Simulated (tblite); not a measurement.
Species: C2H9NOSi2.
SMILES with atom numbers: `[CH3:1][C:2](=[O:3])[N:4]([SiH3:5])[SiH3:6]` (hydrogens: H7, H8, H9 on C1; H10, H11, H12 on Si5; H13, H14, H15 on Si6)

Level: GFN2-xTB in tblite, geometry and Hessian alike; calculated harmonic values, unscaled, isolated species. Errors from tens to a few hundred cm⁻¹ against measured bands are possible. Modes of hydrogen on silicon can be 10 to 20 % off.

Harmonic wavenumbers (cm⁻¹): 68.6, 100.8, 143.9, 165.5, 198.2, 209.9, 317.0, 386.4, 488.6, 541.0, 557.4, 575.3, 585.9, 634.7, 644.0, 727.1, 770.5, 776.1, 797.6, 847.1, 853.2, 901.9, 1003.6, 1016.4, 1094.3, 1366.8, 1411.1, 1450.1, 1459.1, 1645.8, 2201.7, 2228.3, 2236.1, 2334.5, 2342.2, 2355.1, 3021.1, 3026.4, 3048.2.

A = 2693, B = 2262, C = 1277 MHz; mass 119.022 u (most abundant isotopes); point group Cs, symmetry number 1.

Q: Zero-point energy?

A: ½Σν̃ = 22266 cm⁻¹ = 63.66 kcal/mol.

Q: Give the ideal-gas entropy at 200 K and 1 bar in the rigid-rotor, harmonic-oscillator model (classical rotation).

A: Translation 38.28, rotation 26.93, vibration 15.39: S = 80.6 cal/(mol K).

Q: And Cp and H(200 K) − H(0)?

A: Cp = 26.75 cal/(mol K), of which vibrations give 18.81 (their classical limit is 39 R = 77.5); H(200 K) − H(0) = 3.38 kcal/mol without the zero-point energy, 1.79 from vibrations.

Q: Which modes carry the vibrational entropy at 200 K?

A: 68.6 cm⁻¹: 3.41; 100.8 cm⁻¹: 2.67; 143.9 cm⁻¹: 2.00; 165.5 cm⁻¹: 1.75; 198.2 cm⁻¹: 1.44; 209.9 cm⁻¹: 1.35 cal/(mol K); the other 33 give 2.76 together.

Q: What must be added to the electronic energy to get the Gibbs energy at 200 K and 1 bar?

A: ZPE + [H(200 K) − H(0)] − T·S = 63.66 + 3.38 − 16.12 = 50.92 kcal/mol.

Hindered rotation and anharmonicity are outside this model.

The values belong to the conformer `[CH3:1][C:2](=[O:3])[N:4]([SiH3:5])[SiH3:6]`: C1–C2–N4–Si5 180°.
